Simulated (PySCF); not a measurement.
## Working out the ionisation energy of Ir⁺

Ir⁺ [Xe] 4f14 5d7 6s1 (5F) → Ir²⁺ [Xe] 4f14 5d7 (4F). Computed with PySCF 2.14 in aug-cc-pVDZ-PP with ECP60MDF (5s5p4d2f, 54 functions), with a scalar-relativistic core potential. Frozen: 5s2 5p6. Energies in hartree (1 hartree = 27.21139 eV):

```
             part  Ir⁺ (lower)  Ir²⁺ (upper)
              UHF  -103.362342   -102.763244
MP2 opposite-spin    -0.080891     -0.065861
    MP2 same-spin    -0.066537     -0.045925
```

Problem. What does Hartree-Fock give?

Solution. (-102.763244) − (-103.362342) = 0.599098 hartree = 16.302 eV.

Problem. What do MP2 and SCS-MP2 (6/5 opposite-spin, 1/3 same-spin) give?

Solution. The opposite-spin parts differ by 0.409 eV and the same-spin parts by 0.561 eV. MP2: 16.302 + (0.409) + (0.561) = 17.272 eV. SCS-MP2: 16.302 + 1.2 × (0.409) + (0.561)/3 = 16.980 eV.

Reference: 17 ± 0.3 eV (semi-empirical (NIST evaluation); NIST Atomic Spectra Database, ionization energies), between the lowest levels; spin-orbit coupling is absent from the calculation.

A double-zeta basis recovers only part of the correlation energy.

What remains against the reference includes basis incompleteness, the frozen core and correlation beyond second order.
